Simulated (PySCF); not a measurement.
VF4, SMILES [F][V]([F])([F])[F] (connectivity only; charge and spin as stated), neutral, multiplicity 2. Atoms are numbered in the order given.

```xyz
5

V      0.0000     0.0000     0.0000
F      1.0291     1.0291     0.9019
F     -1.0291    -1.0291     0.9019
F      1.0291    -1.0291    -0.9019
F     -1.0291     1.0291    -0.9019
```
Charge 0, spin multiplicity 2.

Geometry optimised at B3LYP-D3(BJ)/def2-SVP. The spin state was assumed, not searched. The isomer is the one that the SMILES or the coordinates give; other isomers of the formula were not compared.

The numbers are results of PBE/def2-TZVP (PySCF), not measurements.

ESP charges are fitted to the potential on shells at 1.4 to 2.0 van der Waals radii. Atomic charges (e):

```json
[
 {"atom": "V1", "ESP fit": "1.10", "Mulliken": "1.46", "Löwdin": "0.49", "meta-Löwdin": "1.54", "Mulliken spin": "0.96"},
 {"atom": "F2", "ESP fit": "-0.27", "Mulliken": "-0.36", "Löwdin": "-0.12", "meta-Löwdin": "-0.38", "Mulliken spin": "0.01"},
 {"atom": "F3", "ESP fit": "-0.27", "Mulliken": "-0.36", "Löwdin": "-0.12", "meta-Löwdin": "-0.38", "Mulliken spin": "0.01"},
 {"atom": "F4", "ESP fit": "-0.27", "Mulliken": "-0.36", "Löwdin": "-0.12", "meta-Löwdin": "-0.38", "Mulliken spin": "0.01"},
 {"atom": "F5", "ESP fit": "-0.27", "Mulliken": "-0.36", "Löwdin": "-0.12", "meta-Löwdin": "-0.38", "Mulliken spin": "0.01"}
]
```
